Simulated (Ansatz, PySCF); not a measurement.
This PySCF input computes a PBE0/def2-TZVPD energy:

```python
from pyscf import gto, scf, dft

mol = gto.M(
    atom='''
    B    -0.10752299    0.04351624    0.01890653
    C     1.45352629   -0.08995564   -0.23238251
    O    -0.58337573    1.28691307    0.15150506
    O    -0.89316527   -1.07854236    0.09000403
    H     1.87476808   -0.69853789    0.57162753
    H     1.97953232    0.86141907   -0.27066588
    H     1.60002489   -0.61705626   -1.17840166
    H    -1.82554006   -0.89063801    0.24512966
    ''',
    basis='def2-tzvpd',
    charge=0,
    spin=1,
    verbose=4,
)

mf = dft.UKS(mol, xc='pbe0').density_fit(auxbasis='def2-universal-jkfit')
mf.grids.level = 3
mf.conv_tol = 1e-9
mf.max_cycle = 100
mf.max_memory = 1500
mf.kernel()
if not mf.converged:
    mf = mf.newton()
    mf.kernel(mf.make_rdm1())
for _ in range(2):
    mo, _, stable, _ = mf.stability(return_status=True)
    if stable:
        break
    mf.kernel(mf.make_rdm1(mo, mf.mo_occ))
mf.analyze()
```

Write an input for the same energy in Ansatz (an electronic-structure program) and say what it gives.


Ansatz 0.2 input:
```yaml
crystal:
  periodic: [false, false, false]
  atoms:
    - {symbol: B, position_ang: [-0.10752299, 0.04351624, 0.01890653]}
    - {symbol: C, position_ang: [1.45352629, -0.08995564, -0.23238251]}
    - {symbol: O, position_ang: [-0.58337573, 1.28691307, 0.15150506]}
    - {symbol: O, position_ang: [-0.89316527, -1.07854236, 0.09000403]}
    - {symbol: H, position_ang: [1.87476808, -0.69853789, 0.57162753]}
    - {symbol: H, position_ang: [1.97953232, 0.86141907, -0.27066588]}
    - {symbol: H, position_ang: [1.60002489, -0.61705626, -1.17840166]}
    - {symbol: H, position_ang: [-1.82554006, -0.89063801, 0.24512966]}
basis:
  gaussian:
    orbitals: def2-TZVPD
hamiltonian:
  xc: {name: PBE0}
magnetization: {spin_polarized: true, initial_magnetization: 1}
output: {forces: true}
```
It gives -215.69806 Eh, and PySCF -215.69811 Eh, a difference of 0.05 mEh, from the treatment of integrals and grids.

It need not be the lowest isomer of its formula.
